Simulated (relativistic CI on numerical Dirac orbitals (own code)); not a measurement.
## Energy levels of Er IV

Method of calculation: Dirac-Coulomb-Breit CI, separate exchange-only KLI orbitals for each configuration, QED by a radiative potential, valence Slater integrals scaled by 0.85 (own radial code, finite nucleus).

CI space (outside the closed core [Xe]): 4f¹¹.

The lowest level is 4f¹¹ ⁴I°15/2, with 97 % of that term; Hund's rules for 4f¹¹ give ⁴I° with J = 15/2, in agreement.

| No. | Configuration | Term | J | E (cm⁻¹) | % | Lifetime (s) | jj configuration (%) |
| --- | --- | --- | --- | --- | --- | --- | --- |
| 1 | 4f¹¹ | ⁴I° | 15/2 | 0.0 | 97 |  | 4f7/2^5 (76) |
| 2 | 4f¹¹ | ⁴I° | 13/2 | 6432.8 | 99 | 1.04e-01 | 4f5/2^5 4f7/2^6 (92) |
| 3 | 4f¹¹ | ⁴I° | 11/2 | 10018.7 | 82 | 4.65e-01 | 4f5/2^4 4f7/2^7 (42) |
| 4 | 4f¹¹ | ⁴I° | 9/2 | 12303.2 | 60 | 2.52e+00 | 4f7/2^5 (40) |
| 5 | 4f¹¹ | ⁴F° | 9/2 | 16238.3 | 58 | 3.03e-01 | 4f7/2^5 (52) |
| 6 | 4f¹¹ | ²H° | 11/2 | 19590.9 | 65 | 4.22e-02 | 4f7/2^5 (46) |
| 7 | 4f¹¹ | ⁴S° | 3/2 | 20122.0 | 65 |  | 4f7/2^5 (65) |
| 8 | 4f¹¹ | ⁴F° | 7/2 | 22037.3 | 89 | 1.37e-01 | 4f5/2^5 4f7/2^6 (89) |
| 9 | 4f¹¹ | ⁴F° | 5/2 | 23846.7 | 84 | 2.34e+00 | 4f5/2^5 4f7/2^6 (52) |
| 10 | 4f¹¹ | ⁴F° | 3/2 | 24068.0 | 59 | 6.80e-01 | 4f5/2^5 4f7/2^6 (75) |
| 11 | 4f¹¹ | ⁴F° | 9/2 | 24677.8 | 30 | 4.76e-02 | 4f5/2^5 4f7/2^6 (48) |
| 12 | 4f¹¹ | ²K° | 15/2 | 27256.3 | 92 | 4.64e-02 | 4f5/2^5 4f7/2^6 (62) |
| 13 | 4f¹¹ | ⁴G° | 11/2 | 28146.3 | 78 | 9.41e-02 | 4f5/2^5 4f7/2^6 (63) |
| 14 | 4f¹¹ | ²G° | 7/2 | 28913.0 | 66 | 2.16e-01 | 4f5/2^4 4f7/2^7 (42) |
| 15 | 4f¹¹ | ⁴G° | 9/2 | 29577.5 | 73 | 5.45e-02 | 4f5/2^5 4f7/2^6 (77) |
| 16 | 4f¹¹ | ²K° | 13/2 | 32543.5 | 92 | 8.92e-02 | 4f5/2^5 4f7/2^6 (53) |
| 17 | 4f¹¹ | ²P° | 3/2 | 33011.1 | 34 | 4.45e-02 | 4f5/2^4 4f7/2^7 (63) |
| 18 | 4f¹¹ | ²P° | 1/2 | 34701.4 | 95 | 8.81e-02 | 4f5/2^5 4f7/2^6 (90) |
| 19 | 4f¹¹ | ⁴G° | 7/2 | 35742.8 | 74 | 8.05e-02 | 4f5/2^4 4f7/2^7 (90) |
| 20 | 4f¹¹ | ⁴G° | 5/2 | 36007.6 | 69 | 1.38e-01 | 4f5/2^5 4f7/2^6 (64) |
| 21 | 4f¹¹ | ²G° | 9/2 | 36465.4 | 36 | 3.15e-02 | 4f5/2^3 4f7/2^8 (56) |
| 22 | 4f¹¹ | ²D° | 5/2 | 36645.8 | 61 | 3.91e-02 | 4f5/2^4 4f7/2^7 (73) |
| 23 | 4f¹¹ | ²D° | 5/2 | 41877.8 | 49 | 1.52e-01 | 4f5/2^5 4f7/2^6 (48) |
| 24 | 4f¹¹ | ²I° | 11/2 | 42329.9 | 71 |  | 4f5/2^5 4f7/2^6 (81) |
| 25 | 4f¹¹ | ²L° | 17/2 | 42431.8 | 100 |  | 4f5/2^5 4f7/2^6 (100) |
| 26 | 4f¹¹ | ²D° | 3/2 | 43708.4 | 47 |  | 4f5/2^4 4f7/2^7 (51) |
| 27 | 4f¹¹ | ⁴D° | 7/2 | 43790.4 | 93 |  | 4f5/2^5 4f7/2^6 (62) |
| 28 | 4f¹¹ | ²I° | 13/2 | 44416.7 | 93 |  | 4f5/2^5 4f7/2^6 (55) |
| 29 | 4f¹¹ | ⁴D° | 3/2 | 46717.6 | 71 |  | 4f5/2^5 4f7/2^6 (75) |
| 30 | 4f¹¹ | ²L° | 15/2 | 48486.4 | 95 |  | 4f5/2^4 4f7/2^7 (83) |
| 31 | 4f¹¹ | ²H° | 9/2 | 50008.7 | 96 |  | 4f5/2^5 4f7/2^6 (68) |
| 32 | 4f¹¹ | ⁴D° | 1/2 | 51371.2 | 95 |  | 4f5/2^4 4f7/2^7 (90) |
| 33 | 4f¹¹ | ⁴D° | 5/2 | 52673.5 | 45 |  | 4f5/2^4 4f7/2^7 (72) |
| 34 | 4f¹¹ | ²H° | 11/2 | 52674.1 | 70 |  | 4f5/2^4 4f7/2^7 (91) |
| 35 | 4f¹¹ | ²F° | 7/2 | 57489.7 | 89 |  | 4f5/2^4 4f7/2^7 (57) |
| 36 | 4f¹¹ | ²D° | 3/2 | 58708.9 | 72 |  | 4f5/2^3 4f7/2^8 (54) |
| 37 | 4f¹¹ | ²F° | 5/2 | 66255.8 | 80 |  | 4f5/2^3 4f7/2^8 (72) |
| 38 | 4f¹¹ | ²G° | 7/2 | 70296.1 | 97 |  | 4f5/2^5 4f7/2^6 (76) |
| 39 | 4f¹¹ | ²G° | 9/2 | 74222.4 | 97 |  | 4f5/2^4 4f7/2^7 (61) |
| 40 | 4f¹¹ | ²F° | 5/2 | 98263.3 | 100 |  | 4f5/2^5 4f7/2^6 (85) |
| 41 | 4f¹¹ | ²F° | 7/2 | 103006.4 | 98 |  | 4f5/2^4 4f7/2^7 (79) |

Energies count from the lowest computed level; ° marks odd parity; lifetimes are radiative, by E1, M1, E2, M2 decay to levels of this space only; some are left blank where a channel outside the calculation adds to the decay or the decay crosses a small, uncertain gap. Filled j subshells are mostly left out of the jj labels.

The mean weight of the leading LS term, summed over parents, in these 41 levels is 76 %, and that of the leading jj configuration (from the same eigenvectors) 68 %.

One configuration and one scale for all Slater integrals: terms of lower spin can come out thousands of cm⁻¹ low, and their order can be wrong. 7 of the 8 excited levels that our extract of the measured tables holds in this range could be paired (the sources list more); they are missed by 676 cm⁻¹ on average and 1811 at most, and levels without a partner can miss by more. Some levels of the ground configuration have no partner and can miss by 10 % or more.

LS names give the leading component of a level, which can be under half, so a name can repeat, a term be missing and a line seem to break the LS rules.
